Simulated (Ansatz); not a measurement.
```yaml
crystal:
  periodic: [false, false, false]
  atoms:
    - {symbol: B, position_ang: [-0.924973, 0.690334, 1.662976]}
    - {symbol: C, position_ang: [-0.228234, 0.141154, 0.391539]}
    - {symbol: O, position_ang: [-0.563360, -0.855353, -0.317960]}
    - {symbol: S, position_ang: [1.151808, 1.043017, -0.044725]}
    - {symbol: Al, position_ang: [0.818973, -0.751962, -1.595307]}
    - {symbol: H, position_ang: [-1.752829, 1.538561, 1.544829]}
    - {symbol: H, position_ang: [-0.564310, 0.302885, 2.730004]}
    - {symbol: H, position_ang: [0.278132, -0.242838, -2.989605]}
    - {symbol: H, position_ang: [1.873294, -1.911998, -1.398950]}
basis:
  gaussian: {orbitals: pcseg-2, final_grid: {core_spheres: 5, valence_spheres: 4, degree: 11}, point_charges: [{charge: 1.00, position_ang: [6.406, -1.000, 0.210]}]}
hamiltonian: {xc: {name: B97}}
```

```sh
$ ansatz run in.yaml --threads 2 --pin off --events-out ev --progress --plain --max-ram 4352MiB
```

Output, abridged:

```
Functional definition: B97
1230 factors; their error is unknown
mean field evaluation 1: about -21251.4897 eV, gradient 5.2e1 eV
mean field evaluation 2: about -21233.9390 eV, gradient 1.0e2 eV
mean field evaluation 4: about -21257.0038 eV, gradient 9.8e0 eV
mean field evaluation 8: about -21257.2385 eV, gradient 9.7e-1 eV
mean field evaluation 16: about -21257.2899 eV, gradient 2.5e-4 eV
mean field -21257.28988202 eV, -781.1909944558 hartree, gradient 3.2e-5 eV, S^2 0.000000; 0 other end points of the search recorded, 0 dependent functions left out
reference -21257.28993915 eV, -781.1909965552 hartree; 26, 26 occupied and 188, 188 virtual orbitals, 1230 factors
Total energy: -21257.28993915 eV, -781.1909965552 hartree
```

It took 2 s on 2 threads of an Intel Xeon 6975P-C on a shared host, with 0.44 GiB of host memory at the peak.
